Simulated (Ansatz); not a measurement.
Potential energy curve for SAl (cation, charge +1), lowest triplet found (which spin is the ground state isn't settled by this scan). Each curve is given relative to its own lowest point between 1.89 and 2.45 Å, where full CI is lowest.

```
R / Å      A      B      C
-----  -----  -----  -----
1.62   127.3  131.5  125.1
1.77    55.4   57.4   52.2
1.89    24.7   25.7   21.7
1.95    15.2   15.9   12.6
2.04     6.1    6.5    4.3
2.13     1.5    1.8    0.6
2.24     0.0    0.0    0.0
2.26     0.1    0.0    0.2
2.36     1.4    0.9    1.5
2.45     3.7      —    2.8
```

Energies in kcal/mol.

Assign the columns to these levels of theory: CCSDT(Q)/B on ROHF/cc-pVDZ, frozen core (Ansatz, an electronic-structure program); UHF/cc-pVDZ (Ansatz); unrestricted PBE/cc-pVDZ run with Ansatz.

A is UKS-PBE; B is ROCCSDT(Q); C is UHF.

A dash means that the run gave no value there, or that the column was ended at a point which the program doubted or which failed a test of continuity chosen for this set; such a test can also cut sound points.

The scan ran from 1.62 to 7.75 Å; beyond the distances shown full CI changes its symmetry label.
